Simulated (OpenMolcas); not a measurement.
## Pb I: effect of the active space

```json
{
 "Program": "OpenMolcas 26.06",
 "Method": "CASSCF",
 "Basis": "ANO-RCC-MB",
 "Scalar Hamiltonian": "DKH2, point nucleus",
 "Spin-orbit coupling": "RASSI with atomic mean-field integrals over the reference wave functions, term energies averaged over their components"
}
```

A. 2 electrons in 3 orbitals (6p); 2S+1 = 3 even, 3 roots; 2S+1 = 1 even, 6 roots; cost roughly 2.9 core-seconds
B. 4 electrons in 4 orbitals (6s 6p); 2S+1 = 3 even, 3 roots; 2S+1 = 1 even, 6 roots; 2S+1 = 5 odd, 1 root; 2S+1 = 3 odd, 5 roots (0 in the spin-orbit step); cost of the order of 14 core-seconds

Energies in cm-1 above 6s2 6p2 3P0, the measured ground level; measured values from NIST Handbook of Basic Atomic Spectroscopic Data.

| Level | A | B | Measured |
| --- | --- | --- | --- |
| 6s2 6p2 3P0 | 0.0 | 0.0 | 0.0 |
| 6s2 6p2 3P1 | 6401 | 6690 | 7819 |
| 6s2 6p2 3P2 [70 %] | 9951 | 10220 | 10650 |
| 6s2 6p2 1D2 [70 %] | 20177 | 20325 | 21458 |
| 6s2 6p2 1S0 | 31356 | 28611 | 29467 |

Deviations, from unrounded energies. A percentage is the sum of absolute deviations over the sum of measured energies, with the sign that they share, or ± where signs differ.

| Against measurement | Levels | A | B |
| --- | --- | --- | --- |
| mean absolute deviation (cm-1) | 4 | 1300 | 890 |
| fine structure of the ground term (%) | 2 | -11.5 | -8.4 |
| other terms of the ground configuration (%) | 2 | ±6.2 | -3.9 |

B lies closest to measurement on these levels. The largest miss of B in the table is 6s2 6p2 1D2 [70 %], by -1100 cm-1. The ranking rests on the paired levels alone, and a cruder setting can come out closer through cancelling errors.

Between A and B the level of the table that moves most is 6s2 6p2 1S0, by 2700 cm-1 (lowest in B, highest in A).

Spin-orbit splittings of 6p shells tend to come out small when the coupling is added on scalar orbitals. With the s shell closed, the reference lacks s² → p² mixing (holds for A). Some high roots are left out of the spin-orbit mixing, which shifts the levels that they would mix with (holds for B). Computed and measured levels are paired by configuration, term and J; levels that our copy of the source lacks, or whose pairing is in doubt (as where it misses far off the trend of its configuration), stay unpaired and out of the deviations. Where the source uses jj or jK labels, the order within each J decides. Levels of configurations outside the active space are missing. The table leaves out levels that lie high or whose names do not pair safely across all columns.

A share in square brackets marks a mixed level and gives the weight of the term that names it, the lowest over the columns.
